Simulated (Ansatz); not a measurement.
GeICl3. The state is a singlet with charge 0. Geometry PBE0-D4/def2-SVP, basis def2-TZVP, Ansatz.

```csv
run,HOMO (eV),LUMO (eV)
A,-7.58,-3.47
B,-8.01,-3.16
C,-11.04,0.87
D,-10.73,-0.68
E,-7.24,-3.62
F,-8.44,-2.77
```

In the def2 sets I takes a core potential; there is no spin–orbit coupling.

Problem. The runs used HF, PBE, PBE0, r2SCAN, r2SCANh, ωB97X-V. Estimate which is which.

Solution. A r2SCAN (0 % exact exchange); B r2SCANh (10 % exact exchange); C HF (100 % exact exchange); D ωB97X-V (range-separated); E PBE (0 % exact exchange); F PBE0 (25 % exact exchange). Exact exchange lowers occupied and raises empty levels; among semilocal functionals meta-GGAs tend to open the gap a little, and such runs are hard to tell apart. The gap grows from 3.62 eV (PBE) to 11.91 eV (HF).
